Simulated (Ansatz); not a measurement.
Geometry optimisation, RKS PBE-D4/def2-SVP in Ansatz 0.2.0.

input.yaml

```yaml
crystal:
  periodic: [false, false, false]
  atoms:
    - { symbol: C, position_ang: [-0.4712, -0.5891, 1.8416] }
    - { symbol: "N", position_ang: [-0.6497, -0.5404, 0.3662] }
    - { symbol: B, position_ang: [-2.10939, -0.85175, 0.05302] }
    - { symbol: Si, position_ang: [-0.64794, -2.22527, -0.29243] }
    - { symbol: C, position_ang: [0.06196, -2.10372, -2.04645] }
    - { symbol: H, position_ang: [0.5243, -0.6702, 2.2] }
    - { symbol: H, position_ang: [-1.1219, -1.3574, 2.2499] }
    - { symbol: H, position_ang: [-0.8685, 0.4321, 2.2281] }
    - { symbol: H, position_ang: [-3.2523, -0.63449, 0.19688] }
    - { symbol: H, position_ang: [-0.12721, -3.14051, 0.70455] }
    - { symbol: H, position_ang: [1.13075, -1.73437, -1.97823] }
    - { symbol: H, position_ang: [0.04682, -3.14319, -2.4502] }
    - { symbol: H, position_ang: [-0.49189, -1.38977, -2.68217] }
basis:
  gaussian: { orbitals: def2-SVP }
hamiltonian:
  xc: pbe
  dispersion: d4
relax:
  f_tol: 0.015
  max_steps: 40
```

Command:

```bash
$ ansatz run input.yaml --threads 2 --pin off --max-ram 3072MiB --backend cpu --events-out ev --progress --plain --runs-dir out
```

Task: Where does it end, and by what steps?

Result: It converged. The force dipped under the threshold on the way, but the program's further checks kept it going. After 17 steps the energy has fallen by 1.985 eV; H6 moved furthest, 1.12 Å.

```tsv
step	energy less start (eV)	largest force component (eV/Å)	accepted
0	0.0000	3.942	yes
1	-0.9319	2.097	yes
2	-1.3962	1.341	yes
3	-1.6305	0.763	yes
4	-1.7890	0.434	yes
5	-1.8859	0.648	yes
6	-1.9391	0.404	yes
7	-1.9588	0.434	yes
8	-1.9478	0.377	no
9	-1.9753	0.097	yes
10	-1.9802	0.117	yes
11	-1.9811	0.172	yes
12	-1.9846	0.017	yes
13	-1.9846	0.030	no
14	-1.9846	0.009	yes
15	-1.9850	0.037	yes
16	-1.9852	0.020	yes
17	-1.9853	0.007	yes
```

```xyz
13
Properties=species:S:1:pos:R:3
C -0.436 -0.370 1.807
N -1.112 -1.088 0.751
B -2.351 -1.135 0.127
Si -0.993 -2.382 -0.504
C 0.264 -2.080 -1.881
H 0.473 0.139 1.421
H -0.106 -1.066 2.608
H -1.101 0.395 2.258
H -3.400 -0.541 0.237
H -0.780 -3.753 0.090
H 1.302 -2.262 -1.534
H 0.070 -2.767 -2.731
H 0.191 -1.040 -2.258
```

The run took 43 s on 2 threads of Arm Neoverse V1, on a shared host, peak memory 0.15 GiB.
